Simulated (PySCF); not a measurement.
C₂H₃AuN, SMILES C[N+]#[C-]->[Au] (connectivity only; charge and spin as stated), neutral, multiplicity 2.

The structure is a stationary point at B3LYP-D3(BJ)/def2-SVP. The geometry has at least one imaginary mode, so it is a saddle point at that level. The multiplicity is an assumed one; other spin states were not compared. The isomer is the one that the SMILES or the coordinates give; other isomers of the formula were not compared. The def2 effective core potentials stand for the cores of Au; spin–orbit coupling is left out.

Method: B3LYP-D3(BJ)/def2-SVP run with PySCF.

Frequencies are harmonic and unscaled.

```
mode  ν (cm⁻¹)  IR (km/mol)  moving atoms (share of kinetic energy)
----  --------  -----------  --------------------------------------
1          33i          0.1                          H 70 %, C 26 %
2           86         19.4                  C 57 %, N 19 %, H 18 %
3          229          5.8          N 57 %, C 24 %, Au 10 %, H 9 %
4          297          5.4                  N 56 %, C 31 %, H 13 %
5          349         11.5                          C 77 %, N 16 %
6          998          1.8                  C 76 %, N 13 %, H 11 %
7         1126          0.6                          H 73 %, C 20 %
8         1128          0.1                          H 74 %, C 20 %
9         1432         59.9                          H 83 %, C 17 %
10        1454          9.2                                  H 97 %
11        1458         11.6                                  H 97 %
12        2240        827.2                          N 54 %, C 45 %
13        3034         32.5                                  H 97 %
14        3124          4.2                          H 90 %, C 10 %
15        3129          1.8                          H 90 %, C 10 %
```
